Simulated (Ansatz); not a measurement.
C4H6BF can be A, `CB1C=C1CF`, or B, `CC1=CB(F)C1`.

Computed with Ansatz on PBE0-D4/def2-TZVP structures; ΔE is electronic, products minus reactants. CCSD(T)/CBS is the MP2 limit (def2-TZVPP, def2-QZVPP) plus CCSD(T) − MP2 in def2-TZVPP, frozen cores. DFT in def2-TZVPP. B3LYP here is the variant with VWN-RPA as its local correlation; programs differ in this. Each species was taken in one conformer, which may not be the lowest.

(1) Which is lower in electronic energy at CCSD(T)/CBS, and by how much? (Best estimate.)

(2) Give E(B) − E(A) in kJ/mol with r2SCAN-D4, B3LYP, B3LYP-D4, PBE0-D4, PBE-D4, B2PLYP, CCSD/def2-TZVPP. (Estimate.)

Largest T1 diagnostic: 0.012.

Results:

(1) Ansatz gave: B, by 201.5 kJ/mol.

(2) Computed: r2SCAN-D4 -189.6, B3LYP -185.1, B3LYP-D4 -188.3, PBE0-D4 -192.3, PBE-D4 -189.5, B2PLYP -193.1, CCSD/def2-TZVPP -199.6. None reverses the order clearly.

The D4 term adds −3.2 kJ/mol with B3LYP and −1.5 kJ/mol with PBE0; it sums over pairs of atoms, weighted by their polarisabilities, and B3LYP, whose exchange is more repulsive, gets the larger term. In def2-TZVPP, CCSD(T) changes the Hartree–Fock value by −15.0 kJ/mol (the triples alone add −2.2 kJ/mol) and MP2 by −18.5 kJ/mol.
